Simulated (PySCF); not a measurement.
Species: C5H10O3Si.
Numbering: `[CH3:1][O:2][C:3](=[O:4])[Si@@H:5]1[CH2:6][CH2:7][CH2:8][O:9]1` (hydrogens: H10, H11, H12 on C1; H13 on Si5; H14, H15 on C6; H16, H17 on C7; H18, H19 on C8)

The same species was optimised twice, with GFN2-xTB and with PBE0-D3(BJ)/def2-SVP (PySCF), and the same property calculations (PySCF, gas phase) were run on both structures.

```json
{"coordinate": "Si5–O9 (Å)", "GFN2-xTB": "1.632", "PBE0-D3(BJ)/def2-SVP": "1.675", "change": "+0.043"}
{"coordinate": "Si5–C6 (Å)", "GFN2-xTB": "1.905", "PBE0-D3(BJ)/def2-SVP": "1.884", "change": "-0.021"}
{"coordinate": "C6–C7 (Å)", "GFN2-xTB": "1.529", "PBE0-D3(BJ)/def2-SVP": "1.539", "change": "+0.010"}
{"coordinate": "C3–Si5 (Å)", "GFN2-xTB": "1.913", "PBE0-D3(BJ)/def2-SVP": "1.923", "change": "+0.010"}
{"coordinate": "C1–O2 (Å)", "GFN2-xTB": "1.426", "PBE0-D3(BJ)/def2-SVP": "1.421", "change": "-0.005"}
{"coordinate": "C8–O9 (Å)", "GFN2-xTB": "1.414", "PBE0-D3(BJ)/def2-SVP": "1.418", "change": "+0.004"}
{"coordinate": "C3=O4 (Å)", "GFN2-xTB": "1.206", "PBE0-D3(BJ)/def2-SVP": "1.207", "change": "+0.001"}
{"coordinate": "O2–C3 (Å)", "GFN2-xTB": "1.336", "PBE0-D3(BJ)/def2-SVP": "1.338", "change": "+0.002"}
{"coordinate": "C7–C8 (Å)", "GFN2-xTB": "1.529", "PBE0-D3(BJ)/def2-SVP": "1.531", "change": "+0.002"}
{"coordinate": "C3–Si5–C6 (°)", "GFN2-xTB": "114.1", "PBE0-D3(BJ)/def2-SVP": "108.3", "change": "-5.8"}
{"coordinate": "O2–C3–Si5 (°)", "GFN2-xTB": "110.1", "PBE0-D3(BJ)/def2-SVP": "115.5", "change": "+5.4"}
{"coordinate": "O4–C3–Si5 (°)", "GFN2-xTB": "126.8", "PBE0-D3(BJ)/def2-SVP": "121.3", "change": "-5.5"}
{"coordinate": "Si5–O9–C8 (°)", "GFN2-xTB": "114.7", "PBE0-D3(BJ)/def2-SVP": "111.4", "change": "-3.3"}
{"coordinate": "C3–Si5–O9 (°)", "GFN2-xTB": "110.7", "PBE0-D3(BJ)/def2-SVP": "108.8", "change": "-1.9"}
{"coordinate": "C6–Si5–O9 (°)", "GFN2-xTB": "94.7", "PBE0-D3(BJ)/def2-SVP": "96.3", "change": "+1.6"}
{"coordinate": "C7–C8–O9 (°)", "GFN2-xTB": "109.5", "PBE0-D3(BJ)/def2-SVP": "108.6", "change": "-0.9"}
{"coordinate": "C6–C7–C8 (°)", "GFN2-xTB": "107.1", "PBE0-D3(BJ)/def2-SVP": "107.9", "change": "+0.8"}
{"coordinate": "C1–O2–C3–O4 (°)", "GFN2-xTB": "1", "PBE0-D3(BJ)/def2-SVP": "0", "change": "-1"}
{"coordinate": "O2–C3–Si5–C6 (°)", "GFN2-xTB": "-127", "PBE0-D3(BJ)/def2-SVP": "-133", "change": "-6"}
```

Rotational constants: A = 3624, B = 726.3, C = 714.2 MHz (GFN2-xTB) against A = 3388, B = 755.7, C = 752.8 MHz (PBE0-D3(BJ)/def2-SVP). Point groups within 0.08 Å: C1 and C1.

On the GFN2-xTB structure: HOMO (eV) -7.48 [PBE0/pcSseg-1]; LUMO (eV) -0.71 [PBE0/pcSseg-1]; dipole (D) 1.81 [PBE0/pcSseg-1]; GIAO shielding of C1 (ppm) 135.0 [PBE0/pcSseg-1]; GIAO shielding of O2 (ppm) 108.7 [PBE0/pcSseg-1]; GIAO shielding of C3 (ppm) -0.4 [PBE0/pcSseg-1]; GIAO shielding of O4 (ppm) -162.5 [PBE0/pcSseg-1]; GIAO shielding of Si5 (ppm) 356.5 [PBE0/pcSseg-1]; GIAO shielding of C6 (ppm) 174.1 [PBE0/pcSseg-1]; GIAO shielding of C7 (ppm) 157.5 [PBE0/pcSseg-1]; GIAO shielding of C8 (ppm) 113.6 [PBE0/pcSseg-1].

Task: What do these properties become on the PBE0-D3(BJ)/def2-SVP structure?

Result: 
```tsv
property	level	on GFN2-xTB	on PBE0-D3(BJ)/def2-SVP	change
HOMO (eV)	PBE0/pcSseg-1	-7.48	-7.44	+0.04
LUMO (eV)	PBE0/pcSseg-1	-0.71	-0.71	0.00
dipole (D)	PBE0/pcSseg-1	1.81	1.62	-0.19
energy, GFN2-xTB geometry as zero (kcal/mol)	PBE0/pcSseg-1	0.0	-2.0	-2.0
GIAO shielding of C1 (ppm)	PBE0/pcSseg-1	135.0	133.8	-1.2
GIAO shielding of O2 (ppm)	PBE0/pcSseg-1	108.7	112.7	+4.0
GIAO shielding of C3 (ppm)	PBE0/pcSseg-1	-0.4	-4.1	-3.7
GIAO shielding of O4 (ppm)	PBE0/pcSseg-1	-162.5	-165.4	-2.9
GIAO shielding of Si5 (ppm)	PBE0/pcSseg-1	356.5	353.5	-3.0
GIAO shielding of C6 (ppm)	PBE0/pcSseg-1	174.1	173.8	-0.3
GIAO shielding of C7 (ppm)	PBE0/pcSseg-1	157.5	154.8	-2.7
GIAO shielding of C8 (ppm)	PBE0/pcSseg-1	113.6	113.4	-0.2
```

The heavy atoms differ by 0.197 Å rms after alignment. Among bonds between heavy atoms Si5–O9 changes most (+0.043 Å). Changes are differences of the printed values. Neither structure is proved a minimum here.
